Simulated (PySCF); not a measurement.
## `C#C[C@@H]1CS(=O)(=O)C[C@@H]1C`: 4 charge schemes on one density

Species: C7H10O2S.
Geometry (GFN2-xTB, Å), atoms numbered from 1 in this order:
```xyz
20
C7H10O2S angstrom
C      2.0802   -2.4773    0.5016
C      1.5500   -1.4879    0.0872
C      0.8973   -0.2960   -0.4199
C      1.0940    0.9054    0.4916
S     -0.2560    2.0277   -0.0274
O     -1.0511    2.3994    1.1110
O      0.2738    3.0906   -0.8363
C     -1.1615    0.8340   -1.0800
C     -0.6279   -0.5000   -0.5983
C     -1.3091   -0.8980    0.7095
H      2.5524   -3.3430    0.8598
H      1.3254   -0.0663   -1.4041
H      2.0395    1.4143    0.3396
H      0.9534    0.6651    1.5408
H     -0.9020    1.0590   -2.1102
H     -2.2252    0.9615   -0.9128
H     -0.7883   -1.2850   -1.3452
H     -1.3551   -0.0509    1.3889
H     -0.7689   -1.7120    1.1878
H     -2.3261   -1.2299    0.5136
```

Density: PBE0/pcSseg-1 (PySCF); schemes: Mulliken, IAO, Hirshfeld and ESP-fitted. Geometry: GFN2-xTB, one conformer, isolated molecule.

**Question.** Atoms with like bonding are taken together and averaged. For which atoms does the sign change between the 4 schemes (beyond +0.03 e in one, beyond −0.03 e in another)?

**Answer.** C2, C3 and C9. Atomic charges aren't observables, and each scheme defines them in its own way.

**Question.** Which atoms carry the highest charge in the Mulliken, IAO, Hirshfeld and ESP-fitted schemes?

**Answer.** All schemes agree: Mulliken S5 (+0.961); IAO S5 (+1.967); Hirshfeld S5 (+0.524); ESP-fitted S5 (+1.014).

**Question.** What partial charge does each atom carry?

**Answer.** In e; atoms taken as equivalent share a row and are averaged (×n: the atom named and its like, n in all):

```json
{"atom": "C1", "environment": "terminal alkyne carbon", "Mulliken": "-0.418", "IAO": "-0.238", "Hirshfeld": "-0.106", "ESP-fitted": "-0.391"}
{"atom": "C2", "environment": "alkyne carbon", "Mulliken": "+0.364", "IAO": "-0.034", "Hirshfeld": "-0.031", "ESP-fitted": "-0.095"}
{"atom": "C3", "environment": "propargylic carbon", "Mulliken": "-0.292", "IAO": "-0.130", "Hirshfeld": "-0.012", "ESP-fitted": "+0.151"}
{"atom": "C4", "environment": "sp3 carbon bound to sulfur", "Mulliken": "-0.220", "IAO": "-0.463", "Hirshfeld": "-0.073", "ESP-fitted": "-0.399"}
{"atom": "S5", "environment": "sulfonyl sulfur", "Mulliken": "+0.961", "IAO": "+1.967", "Hirshfeld": "+0.524", "ESP-fitted": "+1.014"}
{"atom": "O6", "environment": "sulfonyl oxygen", "Mulliken": "-0.530", "IAO": "-0.891", "Hirshfeld": "-0.317", "ESP-fitted": "-0.529"}
{"atom": "O7", "environment": "sulfonyl oxygen", "Mulliken": "-0.537", "IAO": "-0.891", "Hirshfeld": "-0.329", "ESP-fitted": "-0.540"}
{"atom": "C8", "environment": "sp3 carbon bound to sulfur", "Mulliken": "-0.210", "IAO": "-0.469", "Hirshfeld": "-0.076", "ESP-fitted": "-0.386"}
{"atom": "C9", "environment": "sp3 CH carbon", "Mulliken": "-0.362", "IAO": "-0.100", "Hirshfeld": "-0.018", "ESP-fitted": "+0.108"}
{"atom": "C10", "environment": "methyl carbon", "Mulliken": "-0.209", "IAO": "-0.435", "Hirshfeld": "-0.124", "ESP-fitted": "-0.412"}
{"atom": "H11", "environment": "alkyne hydrogen", "Mulliken": "+0.041", "IAO": "+0.205", "Hirshfeld": "+0.096", "ESP-fitted": "+0.305"}
{"atom": "H12", "environment": "methine hydrogen", "Mulliken": "+0.169", "IAO": "+0.166", "Hirshfeld": "+0.057", "ESP-fitted": "+0.073"}
{"atom": "H13", "environment": "methylene hydrogen", "Mulliken": "+0.182", "IAO": "+0.184", "Hirshfeld": "+0.065", "ESP-fitted": "+0.176"}
{"atom": "H14", "environment": "methylene hydrogen", "Mulliken": "+0.175", "IAO": "+0.179", "Hirshfeld": "+0.059", "ESP-fitted": "+0.183"}
{"atom": "H15", "environment": "methylene hydrogen", "Mulliken": "+0.167", "IAO": "+0.171", "Hirshfeld": "+0.057", "ESP-fitted": "+0.133"}
{"atom": "H16", "environment": "methylene hydrogen", "Mulliken": "+0.171", "IAO": "+0.178", "Hirshfeld": "+0.064", "ESP-fitted": "+0.181"}
{"atom": "H17", "environment": "methine hydrogen", "Mulliken": "+0.146", "IAO": "+0.149", "Hirshfeld": "+0.049", "ESP-fitted": "+0.059"}
{"atom": "H18/H19/H20", "environment": "methyl hydrogen", "Mulliken": "+0.134", "IAO": "+0.150", "Hirshfeld": "+0.039", "ESP-fitted": "+0.123"}
```

Mean size of the charges over all atoms: IAO 0.365 e, Mulliken 0.278 e, ESP-fitted 0.275 e, Hirshfeld 0.109 e. Each set sums to the total charge, 0, to within 0.001 e. The Mulliken scheme gives each basis function's population to the atom it is centred on and halves the overlap population of two atoms between them.

**Question.** How many electrons does the Hirshfeld scheme count on C8?

**Answer.** Z − q = 6 − (-0.076) = 6.076.

**Question.** Sum the charges by element, for elements with more than one atom.

**Answer.** 
| element | atoms | Mulliken | IAO | Hirshfeld | ESP-fitted |
| --- | --- | --- | --- | --- | --- |
| C | 7 | -1.348 | -1.869 | -0.441 | -1.425 |
| O | 2 | -1.067 | -1.783 | -0.646 | -1.069 |
| H | 10 | +1.454 | +1.684 | +0.563 | +1.480 |

These values come from a run that also computed NMR shieldings. On x86-64 server, one thread (shared host), this took 86 s wall.
